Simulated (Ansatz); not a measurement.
Ansatz (a program for electronic structure) input:

Ansatz 0.2 input:
```yaml
crystal:
  periodic: [false, false, false]
  atoms:
    - {symbol: Bi, position_ang: [-0.53383762, -0.46787811, 0.92461741]}
    - {symbol: Br, position_ang: [-0.94785319, 1.71793471, -0.47025238]}
    - {symbol: Br, position_ang: [1.55408493, -1.23357967, -0.47078555]}
basis:
  gaussian:
    orbitals: def2-TZVP
hamiltonian:
  xc: b3lyp
  dispersion: d3bj
magnetization: {spin_polarized: true, initial_magnetization: 1}
relax: {f_tol: 0.002, max_steps: 150}
```

### Question
Which total energy does the run end on?

### Answer
-5363.17712 Eh (B3LYP-D3(BJ)/def2-TZVP). The basis has 146 functions.

It need not be the lowest isomer of its formula.
